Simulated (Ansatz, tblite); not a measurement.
Removing and adding an electron: Hg3Te3. Total charge 0; singlet. Geometry: B3LYP-D4/def2-SVP. Ansatz, gas phase; energy differences of separate SCF runs; the oxidised species was run as a doublet alone; the reduced species was run as a doublet alone.

```xyz
6

Hg    1.6109   -1.0006   -0.6329
Hg   -1.1899    0.9159   -1.3195
Hg   -0.4212    0.0841    1.9523
Te    0.6544   -0.1308   -3.0341
Te   -2.5033    1.5548    0.9835
Te    1.8491   -1.4235    2.0507
```

In the def2 sets Hg, Te take a core potential; there is no spin–orbit coupling. The xTB rows come from tblite. The structure comes from a short search, and lower isomers may exist.

```json
{"level": "GFN2-xTB", "−HOMO (eV)": "10.88", "vertical IE (eV)": "13.27", "−LUMO (eV)": "7.58", "vertical EA (eV)": "5.15", "HOMO–LUMO gap (eV)": "3.30", "IE − EA (eV)": "8.11", "remarks": "–"}
{"level": "PBE-D4/def2-SVP", "−HOMO (eV)": "5.35", "vertical IE (eV)": "–", "−LUMO (eV)": "3.48", "vertical EA (eV)": "1.66", "HOMO–LUMO gap (eV)": "1.87", "IE − EA (eV)": "–", "remarks": "HOMO above zero (-1 doublet)"}
{"level": "PBE0-D4/def2-TZVP", "−HOMO (eV)": "6.35", "vertical IE (eV)": "7.75", "−LUMO (eV)": "2.85", "vertical EA (eV)": "–", "HOMO–LUMO gap (eV)": "3.50", "IE − EA (eV)": "–", "remarks": "–"}
```

(1) Estimate the rows for GFN1-xTB, PBE0-D4/def2-SVP.

Results:

(1) 
```
           level  −HOMO (eV)  vertical IE (eV)  −LUMO (eV)  vertical EA (eV)  HOMO–LUMO gap (eV)  IE − EA (eV)
        GFN1-xTB       10.41             12.69        6.72              4.59                3.69          8.10
PBE0-D4/def2-SVP        6.35                 –        2.86              1.59                3.49             –
```

Relaxing the reduced species (B3LYP-D4/def2-SVPD) changes its energy by -0.31 eV at PBE-D4/def2-SVP, so the adiabatic electron affinity to this nearest minimum is 1.97 eV. At PBE0-D4/def2-SVP it is 1.93 eV.  Run but left out: PBE-D4/def2-TZVP (charge +1 doublet: an occupied level 0.12 eV above an empty one).   A HOMO above zero means that the electron is unbound at that level or that self-interaction error raises the level; the energy of removing that electron tells which. Raw xTB energy differences between charge states are shifted by several eV; the methods need an empirical correction for them. Sets without diffuse functions give affinities that are too small.
